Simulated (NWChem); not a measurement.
System: CCl3F; SMILES FC(Cl)(Cl)Cl

```xyz
5

F      0.0000     0.0000     1.5891
C      0.0000     0.0000     0.2517
Cl     1.3346    -1.0499    -0.3095
Cl    -1.5765    -0.6308    -0.3095
Cl     0.2419     1.6807    -0.3095
```
Atoms are numbered in this order, from 1.

Computed with NWChem. Pople sets run with spherical d functions. All runs use the structure optimised with B3LYP/6-31G* (spherical d). Ions are spin-unrestricted doublets at the neutral geometry; other ion states weren't tried. Functional: LC-ωPBE (HJS hole) with 6-31G*; rows give the range parameter ω in 1/bohr.

Q: At which range parameter does −ε(HOMO) equal the ΔSCF ionisation energy (optimal tuning)?

A: about 0.52 per bohr, by linear interpolation in these runs:
| range parameter (1/bohr) | vertical ionisation energy, ΔSCF (eV) | −ε(HOMO) (eV) | ΔSCF minus −ε(HOMO) (eV) |
|---|---|---|---|
| 0.05 | 10.84 | 8.40 | 2.44 |
| 0.15 | 11.07 | 9.79 | 1.28 |
| 0.20 | 11.28 | 10.38 | 0.90 |
| 0.35 | 11.99 | 11.74 | 0.25 |
| 0.80 | 13.01 | 13.41 | -0.40 |
